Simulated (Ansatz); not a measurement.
# CHBF2O: where a starting geometry ends

The starting geometry of this gas-phase singlet was optimised with GFN2-xTB.

```xyz
6

C    -1.3509    0.5918    0.3842
B    -0.1238   -0.3761   -0.1161
F     0.6438    0.3152   -0.9964
F    -0.5466   -1.5724   -0.5781
O    -1.8487    1.2789    1.1248
H     0.3248   -0.4032    1.0110
```

Q: Where would you expect an optimisation with B3LYP-D3(BJ)/6-311G** to take it?

A: It loosens into BF2H + CO, which stay close as a complex. Contacts that open: C1–B2 (1.64 → 2.98 Å).

The energy falls by 0.57 eV over 20 steps:

| step | E − E(last) (eV) |
| --- | --- |
| 1 | 0.574 |
| 3 | 0.391 |
| 5 | 0.191 |
| 7 | 0.031 |
| 9 | 0.008 |
| 12 | 0.000 |
| 14 | 0.000 |
| 16 | 0.000 |
| 18 | 0.000 |
| 20 | 0.000 |

Final geometry (Å):

```xyz
6

C    -1.7664    1.0470    0.8213
B     0.3809   -0.7293   -0.2207
F     0.7518    0.2160   -1.0664
F    -0.5285   -1.5974   -0.6273
O    -2.6263    1.7266    1.0777
H     0.8870   -0.8285    0.8448
```

No frequencies were run, so the end isn't proven a minimum. Run with Ansatz 0.2.0, 53 s on 2 threads of Intel(R) Xeon(R) Processor @ 2.50GHz (Skylake/Cascade Lake) (shared host).
